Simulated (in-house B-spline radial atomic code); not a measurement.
RPA and G0W0 on HSE06: Eu²⁺

Configuration [Xe] 4f7, highest spin, mean-field start HSE06. Computed with a B-spline radial code for spherical atoms: all electrons, scalar-relativistic (spin-free one-electron X2C), finite nucleus, each spin shell either full or empty, empty states to l = 9 with an (l + 1/2)⁻⁴ tail; G0W0 by contour deformation at full frequency.

Without the two-electron picture change, the correlation of inner shells comes somewhat too large for so heavy an element.

Command:
```bash
python run_gw.py task.json out
```
Settings (radii: box in bohr, nucleus in fm):
```
Z                        63
electrons                61
configuration            [Xe] 4f7
hamiltonian              x2c
method                   hse06
lmax                     9
rms_radius               5.1115
spin_polarised           True
box_radius               17.55
intervals                69
```

Time taken, with all properties: 14 s on 1 thread of Arm Neoverse N1, with other jobs on the host.

Energies (hartree):

```json
{"term": "mean-field total", "value": "-10842.60128"}
{"term": "Hartree-Fock functional on these orbitals", "value": "-10839.09075"}
{"term": "direct second order", "value": "-6.0201"}
{"term": "second-order exchange", "value": "1.6"}
{"term": "SOSEX correction", "value": "1.47"}
```

What is the RPA correlation energy, and what remains with SOSEX?

RPA gives -5.1575 hartree (-2.3 eV per electron); RPA + SOSEX gives -3.6874, and the second-order doubles -4.4201 hartree (no singles). RPA lacks exchange-type terms and so overcorrelates at short range.

Quasi-particle levels (eV):

```tsv
level	occupied	mean field	Σx - vxc	Σc	QP weight	G0W0
4f up	yes	-19.814	-8.50	?	?	?
5p down	yes	-36.88	-4.33	-0.76	0.927	-41.97
6s up	no	-13.491	3.33	-1.14	0.972	-11.298
```

G0W0 = mean field + (Σx - vxc) + Σc, with Σc (partial-wave tail included) taken at the quasi-particle energy. Only the outer levels were computed. Levels of low weight are left out.

Where does G0W0 put 4f up?

At -25.140 eV, with Σc = 3.17 eV and a quasi-particle weight of 0.864. The tabulated removal energy is 24.84 ± 0.03 eV (NIST, semi-empirical); the calculation leaves out spin-orbit coupling, Breit and QED terms, and what these don't explain is the method's own error.
